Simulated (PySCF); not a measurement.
dibromo(difluoro)methane (CBr2F2), SMILES FC(F)(Br)Br.

Geometry optimised at PBE-D3(BJ)/def2-SVP.

These are ωB97X/def2-TZVP run with PySCF values and carry that method's errors.

Symmetry labels are those of the subgroup C2v that the program uses (full group C2v).

Computed valence orbital energies around the gap with their symmetry:
```csv
orbital,symmetry,energy (eV)
HOMO−7,A2,-16.23
HOMO−6,B2,-15.55
HOMO−5,A1,-15.21
HOMO−4,B1,-12.89
HOMO−3,A1,-12.13
HOMO−2,B2,-11.82
HOMO−1,A2,-11.34
HOMO,B1,-10.97
LUMO,A1,0.29
LUMO+1,B1,1.98
LUMO+2,B2,4.51
LUMO+3,A1,4.84
```
